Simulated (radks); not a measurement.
The numbers below are computed, except where a source is named.
Valence configurations of Hg IV (all share [Xe]). Level of theory: Dirac Kohn-Sham, PBE, spin-unpolarised, spherical densities, finite nucleus; open shells are shared between the two j in proportion to 2j + 1; Fermi nuclear charge, rms radius 5.4648 fm (a radial shooting solver on a logarithmic mesh with Libxc functionals). Energies are relative to 4f14 5d9; eigenvalues in eV.

valence           E (eV)  e(4f5/2)  e(4f7/2)  e(5d3/2)  e(5d5/2)  e(6p1/2)
4f14 5d9           0.000   -132.37   -128.17   -43.705   -41.634         -
4f14 5d7 6p2      41.523   -144.50   -140.30   -52.764   -50.464   -29.846
4f12 5d9 6s2      221.98   -167.36   -162.90   -54.141   -51.563         -
4f13.5 5d9 6s0.5  49.769   -140.83   -136.57   -46.206   -44.011         -
4f13 5d9 6s1      103.29   -149.49   -145.16   -48.782   -46.461         -
4f14 5d8.5 6p0.5   9.410   -135.36   -131.17   -45.978   -43.850   -26.829
4f12 5d9 6p2      244.56   -170.55   -166.09   -57.015   -54.400   -30.529
4f14 5d8.5 6s0.5   4.352   -134.56   -130.36   -45.252   -43.134         -
4f13 5d9 6p1      113.85   -151.10   -146.77   -50.241   -47.900   -28.173
4f13 5d8 6s2      115.35   -154.19   -149.86   -52.069   -49.651         -

NIST lists [Xe] 4f14 5d9 as the ground configuration; this level of theory agrees among the configurations tried. The energies are those of spherical spin-averaged densities, not of single terms.
